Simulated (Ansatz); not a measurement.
This geometry of CH5N + FH3Si (12 atoms, charge 0, multiplicity 1) is a first-order saddle point.

Theory: RKS B3LYP-D4/def2-SVP (Ansatz).

```xyz
12
Properties=species:S:1:pos:R:3
Si -1.320 0.433 -0.030
F -1.084 -0.811 1.693
H -1.179 1.170 -1.349
H -1.227 1.533 0.959
H -2.571 -0.341 -0.216
H -0.143 -0.992 0.929
N 0.242 -0.607 -0.143
C 1.529 0.095 -0.235
H 0.158 -1.324 -0.867
H 1.637 0.758 0.635
H 1.594 0.708 -1.149
H 2.364 -0.622 -0.225
```

(1) Which two structures does it join? (They come from a converged band through this point; their orientation in space is the band's.)

(2) How far does it lie above each of them?

Results:

(1) Bonds broken: Si1–F2, H6–N7. Bonds formed: Si1–N7, F2–H6. CH5N + FH3Si becomes CH7NSi + FH.

First end point:

```xyz
12
Properties=species:S:1:pos:R:3
Si -1.645 0.717 0.288
F -0.705 0.659 1.634
H -0.999 1.395 -0.866
H -2.746 1.637 0.731
H -2.312 -0.573 -0.033
H 0.280 -1.590 0.421
N 0.352 -0.867 -0.296
C 1.632 -0.169 -0.194
H 0.256 -1.336 -1.198
H 1.688 0.319 0.790
H 1.678 0.624 -0.958
H 2.522 -0.815 -0.319
```

Last end point:

```xyz
12
Properties=species:S:1:pos:R:3
Si -1.333 0.543 -0.344
F -0.386 -1.175 2.172
H -1.431 1.344 -1.605
H -1.247 1.477 0.806
H -2.507 -0.363 -0.252
H -0.147 -1.081 1.249
N 0.112 -0.484 -0.301
C 1.442 0.128 -0.222
H 0.088 -1.256 -0.967
H 1.469 0.826 0.628
H 1.733 0.684 -1.133
H 2.206 -0.643 -0.033
```

(2) 27.8 kcal/mol above the first and 12.7 kcal/mol above the second. This is the barrier of this one path; another mechanism may lie lower. The orbitals stay closed-shell, which can raise the energy where a bond breaks towards radicals; this wasn't checked here.

The run took 2.6 min on 2 threads of Arm Neoverse V2, with other jobs on the host, peak memory 0.21 GiB.
